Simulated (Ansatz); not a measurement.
Geometry optimisation, RKS B3LYP/def2-SVP (Ansatz).

Input:

```yaml
crystal:
  periodic: [false, false, false]
  atoms:
    - { symbol: Si, position_ang: [-0.504306, -0.082674, -0.348107] }
    - { symbol: F, position_ang: [-0.081242, 0.746552, 2.294292] }
    - { symbol: H, position_ang: [0.761717, -0.522066, 0.270807] }
    - { symbol: F, position_ang: [-0.322618, 1.470985, -0.799431] }
    - { symbol: H, position_ang: [-0.790439, -0.905359, -1.553319] }
    - { symbol: "N", position_ang: [-1.927796, -0.320387, 0.701808] }
    - { symbol: H, position_ang: [-2.759971, -0.676199, 0.235853] }
    - { symbol: H, position_ang: [-2.16798, 0.492087, 1.267013] }
    - { symbol: H, position_ang: [-0.499666, -0.070739, 2.427984] }
basis:
  gaussian: { orbitals: def2-SVP }
hamiltonian:
  xc: b3lyp
relax:
  f_tol: 0.03
  max_steps: 50
```

Run as:

```bash
$ ansatz run input.yaml --threads 2 --pin off --max-ram 3072MiB --backend cpu --events-out ev --progress --plain --runs-dir out
```

Question: Where does it end, and by what steps?

Answer: The run converged. After 15 steps the energy has fallen by 0.387 eV; F2 moved furthest, 1.74 Å.

```json
{"step": "0", "energy less start (eV)": "0.0000", "largest force component (eV/Å)": "0.955", "accepted": "yes"}
{"step": "1", "energy less start (eV)": "-0.0378", "largest force component (eV/Å)": "1.693", "accepted": "yes"}
{"step": "2", "energy less start (eV)": "-0.1141", "largest force component (eV/Å)": "0.961", "accepted": "yes"}
{"step": "3", "energy less start (eV)": "-0.1487", "largest force component (eV/Å)": "0.719", "accepted": "yes"}
{"step": "4", "energy less start (eV)": "-0.1850", "largest force component (eV/Å)": "0.582", "accepted": "yes"}
{"step": "5", "energy less start (eV)": "-0.2012", "largest force component (eV/Å)": "0.489", "accepted": "yes"}
{"step": "6", "energy less start (eV)": "-0.2307", "largest force component (eV/Å)": "0.225", "accepted": "yes"}
{"step": "7", "energy less start (eV)": "-0.2513", "largest force component (eV/Å)": "0.434", "accepted": "yes"}
{"step": "8", "energy less start (eV)": "-0.2741", "largest force component (eV/Å)": "0.713", "accepted": "yes"}
{"step": "9", "energy less start (eV)": "-0.3244", "largest force component (eV/Å)": "0.157", "accepted": "yes"}
{"step": "10", "energy less start (eV)": "-0.3532", "largest force component (eV/Å)": "0.104", "accepted": "yes"}
{"step": "11", "energy less start (eV)": "-0.3653", "largest force component (eV/Å)": "0.563", "accepted": "yes"}
{"step": "12", "energy less start (eV)": "-0.3839", "largest force component (eV/Å)": "0.057", "accepted": "yes"}
{"step": "13", "energy less start (eV)": "-0.3857", "largest force component (eV/Å)": "0.081", "accepted": "yes"}
{"step": "14", "energy less start (eV)": "-0.3863", "largest force component (eV/Å)": "0.064", "accepted": "yes"}
{"step": "15", "energy less start (eV)": "-0.3868", "largest force component (eV/Å)": "0.023", "accepted": "yes"}
```

```xyz
9
Properties=species:S:1:pos:R:3
Si -0.462 0.064 -0.370
F -0.204 -0.971 2.543
H 0.734 0.775 0.128
F -0.831 0.701 -1.825
H -0.316 -1.395 -0.553
N -1.748 0.323 0.790
H -2.633 -0.154 0.617
H -1.938 1.286 1.070
H -0.895 -0.497 2.095
```

The run took 28 s on 2 threads of Arm Neoverse V1 (shared host), peak memory 0.16 GiB.
